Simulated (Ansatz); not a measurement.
The cluster Al₂Si₂. Total charge 0; singlet. Geometry PBE-D4/def2-TZVP; atoms count from 1.

```tsv
atom	x (Å)	y (Å)	z (Å)
Al1	0.401	-1.262	2.082
Al2	0.197	1.393	0.121
Si3	0.310	-0.881	-0.353
Si4	-0.908	0.751	-1.850
```

The restricted singlet is unstable towards broken spin symmetry in Hartree–Fock (as tested in another run); at PBE0-D4/def2-TZVP this wasn't settled. Another isomer (triplet) lies 0.37 eV lower at PBE0-D4/def2-TZVP; other spin states weren't run for this one.

Q: Estimate the Mulliken populations from the PBE0/def2-TZVP orbitals of Ansatz.

A: 
| atom | charge (e) |
| --- | --- |
| Al1 | 0.11 |
| Al2 | 0.12 |
| Si3 | -0.16 |
| Si4 | -0.08 |
Mulliken values and Mayer orders depend strongly on the basis.

Q: And the Mayer bond orders between bonded heavy atoms (over 0.3)?

A: Al1–Si3 0.94 (2.47 Å); Al2–Si3 1.28 (2.33 Å); Al2–Si4 1.32 (2.35 Å); Si3–Si4 1.11 (2.53 Å). Values over 0.3 also appear between atoms too far apart for a bond (Al1–Al2 0.36 at 3.31 Å; Al1–Si4 0.32 at 4.61 Å); they arise where an orbital or an unpaired electron spreads over both atoms.
